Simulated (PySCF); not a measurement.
## Calculated data, AlH$_{2}$NOSi, H$_{5}$O$_{2}$Si$_{2}$, ClH$_{4}$OSi$_{2}$, CH$_{4}$OSi$_{2}$

All values are calculated (PySCF 2.14.0). Calculation on a computer-drawn molecule: optimised geometry and harmonic frequencies of an isolated molecule of the commonest isotopes, restricted reference for singlets and unrestricted otherwise, frozen core in MP2.

Common to all runs: charge 0; basis cc-pV(D+d)Z.

```json
{"entry": 1, "formula": "AlH2NOSi", "start_structure": {"atoms_angstrom": [["O", -1.8514, 0.6735, -2.4225], ["Si", -0.462, 0.6033, -1.593], ["N", -0.1932, -0.153, -0.2541], ["Al", 0.2889, -0.9461, 1.2466], ["H", -2.6017, 0.2099, -2.0749], ["H", 0.4711, 1.4051, -2.3825]]}, "given": {"multiplicity": 1, "method": "MP2", "drawn_bonds_atom": [1, 2, 3, 1, 2], "drawn_bonds_other_atom": [2, 3, 4, 5, 6], "drawn_bonds_order": [1, 2, 1, 1, 1]}, "results": {"optimised_atom_element": ["O", "Si", "N", "Al", "H", "H"], "optimised_atom_x [angstrom]": [-1.854, -0.5046, -0.3531, 0.4897, -2.621, 0.4951], "optimised_atom_y [angstrom]": [0.7241, 0.5743, -0.2394, -0.8798, 0.2495, 1.364], "optimised_atom_z [angstrom]": [-2.502, -1.57, -0.2036, 1.247, -2.146, -2.305], "modes_frequency [cm^-1]": [42.74, 47.99, 290.7, 465.2, 548.2, 604.3, 829.2, 913.1, 954.9, 1278, 2341, 3849], "modes_reduced_mass [dalton]": [9.608, 12.09, 6.074, 1.454, 11.32, 1.148, 1.304, 5.15, 1.14, 15.1, 1.044, 1.066], "rotational_constants [GHz]": [36.58, 1.858, 1.768], "total_energy [hartree]": -661.8812, "convergence_status_largest_gradient_component [hartree/bohr]": 7.373e-06}}
{"entry": 2, "formula": "H5O2Si2", "start_structure": {"atoms_angstrom": [["O", -1.3826, 0.8118, -1.0984], ["Si", -1.035, -0.7325, -0.7947], ["Si", 1.1503, -1.2118, -0.7528], ["O", 1.826, -0.7712, 0.692], ["H", -0.9715, 1.4593, -0.6709], ["H", -1.9066, -1.3344, -1.869], ["H", 2.1798, -0.6929, -1.6023], ["H", 1.2941, -2.7707, -0.7706], ["H", 1.4631, -1.1085, 1.5554]]}, "given": {"multiplicity": 2, "method": "HF", "drawn_bonds_atom": [1, 2, 3, 1, 2, 3, 3, 4], "drawn_bonds_other_atom": [2, 3, 4, 5, 6, 7, 8, 9], "drawn_bonds_order": [1, 1, 1, 1, 1, 1, 1, 1]}, "results": {"optimised_atom_element": ["O", "Si", "Si", "O", "H", "H", "H", "H", "H"], "optimised_atom_x [angstrom]": [-1.362, -1.091, 1.193, 1.832, -0.9886, -1.764, 2.031, 1.277, 1.49], "optimised_atom_y [angstrom]": [0.8947, -0.7278, -1.316, -0.7208, 1.508, -1.41, -0.7442, -2.797, -1.037], "optimised_atom_z [angstrom]": [-1.101, -0.8653, -0.6788, 0.7327, -0.4846, -1.996, -1.752, -0.7223, 1.555], "modes_frequency [cm^-1]": [61.11, 139.6, 200.5, 270.2, 275.0, 415.9, 519.3, 593.6, 768.7, 803.5, 859.4, 891.4, 927.6, 934.4, 953.1, 1019, 2283, 2301, 2326, 4170, 4173], "modes_reduced_mass [dalton]": [4.239, 3.033, 1.928, 1.607, 1.181, 5.557, 1.279, 1.316, 1.046, 1.199, 5.122, 3.329, 1.223, 1.33, 1.245, 1.086, 1.039, 1.043, 1.041, 1.067, 1.067], "rotational_constants [GHz]": [8.901, 2.219, 1.974], "total_energy [hartree]": -730.5548, "spin_squared": 0.7598, "convergence_status_largest_gradient_component [hartree/bohr]": 3.219e-05}}
{"entry": 3, "formula": "ClH4OSi2", "start_structure": {"atoms_angstrom": [["O", -1.5872, -1.5348, -0.531], ["Si", -0.5418, -0.3925, -0.5564], ["Si", 0.2724, -0.2864, -2.826], ["Cl", 0.9285, -0.9298, 0.8097], ["H", -1.6277, -2.2728, 0.0741], ["H", 0.956, -1.4483, -3.4053], ["H", 1.3962, 0.7785, -2.781], ["H", -0.8126, 0.0897, -3.6295]]}, "given": {"multiplicity": 2, "method": "HF", "drawn_bonds_atom": [1, 2, 2, 1, 3, 3, 3], "drawn_bonds_other_atom": [2, 3, 4, 5, 6, 7, 8], "drawn_bonds_order": [1, 1, 1, 1, 1, 1, 1]}, "results": {"optimised_atom_element": ["O", "Si", "Si", "Cl", "H", "H", "H", "H"], "optimised_atom_x [angstrom]": [-1.566, -0.4924, 0.3331, 1.086, -1.875, 0.9963, 1.302, -0.8004], "optimised_atom_y [angstrom]": [-1.738, -0.4891, -0.2273, -0.9635, -2.105, -1.467, 0.8912, 0.1017], "optimised_atom_z [angstrom]": [-0.604, -0.5965, -2.799, 0.6997, 0.2118, -3.265, -2.799, -3.693], "modes_frequency [cm^-1]": [99.31, 118.3, 183.3, 202.0, 305.3, 407.5, 531.3, 569.5, 580.5, 842.8, 919.2, 972.4, 1019, 1019, 2314, 2318, 2321, 4153], "modes_reduced_mass [dalton]": [1.058, 6.367, 4.125, 1.563, 2.651, 6.776, 3.543, 1.288, 1.578, 1.607, 2.616, 1.214, 1.039, 1.04, 1.025, 1.05, 1.046, 1.067], "rotational_constants [GHz]": [4.424, 2.116, 1.536], "total_energy [hartree]": -1114.6312, "spin_squared": 0.7586, "convergence_status_largest_gradient_component [hartree/bohr]": 6.543e-06}}
{"entry": 4, "formula": "CH4OSi2", "start_structure": {"atoms_angstrom": [["O", -2.2311, 2.6637, 3.3083], ["Si", -1.2052, 3.0795, 2.112], ["C", -1.0534, 1.5468, 1.0492], ["Si", 0.0045, 1.4936, -0.3522], ["H", -2.6405, 1.7805, 3.3874], ["H", -1.5282, 0.6967, 1.3373], ["H", 0.3145, 0.3964, -1.2525], ["H", 0.7952, 2.6896, -0.7046]]}, "given": {"multiplicity": 1, "method": "HF", "drawn_bonds_atom": [1, 2, 3, 1, 3, 4, 4], "drawn_bonds_other_atom": [2, 3, 4, 5, 6, 7, 8], "drawn_bonds_order": [1, 1, 2, 1, 1, 1, 1]}, "results": {"optimised_atom_element": ["O", "Si", "C", "Si", "H", "H", "H", "H"], "optimised_atom_x [angstrom]": [-2.235, -1.169, -1.015, 0.009851, -2.595, -1.548, 0.2312, 0.777], "optimised_atom_y [angstrom]": [2.658, 3.096, 1.538, 1.541, 1.782, 0.6149, 0.3896, 2.727], "optimised_atom_z [angstrom]": [3.283, 2.087, 1.073, -0.2908, 3.309, 1.305, -1.182, -0.6984], "modes_frequency [cm^-1]": [90.96, 159.4, 306.3, 327.7, 517.7, 573.5, 662.0, 765.4, 818.9, 855.5, 915.4, 996.1, 1042, 1191, 2362, 2384, 3268, 4144], "modes_reduced_mass [dalton]": [4.419, 4.492, 5.043, 1.202, 1.187, 1.634, 1.212, 1.803, 1.11, 4.995, 1.692, 1.476, 1.11, 3.188, 1.038, 1.046, 1.088, 1.067], "rotational_constants [GHz]": [20.71, 2.007, 1.829], "total_energy [hartree]": -692.8940, "convergence_status_largest_gradient_component [hartree/bohr]": 2.803e-05}}
{"entry": 5, "formula": "AlH2NOSi", "start_structure": {"atoms_angstrom": [["O", 1.7524, 1.3258, 1.237], ["Si", 1.641, 2.9097, 1.5309], ["N", 0.021, 3.4754, 1.6177], ["Al", -1.5328, 2.7845, 1.3531], ["H", 0.972, 0.8014, 1.0992], ["H", -2.6537, 1.6994, 1.1374]]}, "given": {"multiplicity": 1, "method": "HF", "drawn_bonds_atom": [1, 2, 3, 1, 4], "drawn_bonds_other_atom": [2, 3, 4, 5, 6], "drawn_bonds_order": [1, 1, 2, 1, 1]}, "results": {"optimised_atom_element": ["O", "Si", "N", "Al", "H", "H"], "optimised_atom_x [angstrom]": [2.282, 1.473, -0.1593, -1.791, 1.737, -3.342], "optimised_atom_y [angstrom]": [1.534, 2.971, 2.545, 2.581, 0.7774, 2.588], "optimised_atom_z [angstrom]": [1.297, 1.548, 1.396, 1.336, 1.125, 1.273], "modes_frequency [cm^-1]": [95.53, 100.0, 340.5, 464.7, 486.1, 548.8, 611.8, 846.3, 903.8, 1333, 2116, 4117], "modes_reduced_mass [dalton]": [6.677, 6.519, 5.586, 1.142, 1.172, 1.173, 9.273, 13.34, 1.278, 13.17, 1.053, 1.066], "rotational_constants [GHz]": [22.19, 2.104, 1.922], "total_energy [hartree]": -661.3405, "convergence_status_largest_gradient_component [hartree/bohr]": 1.271e-05}}
```
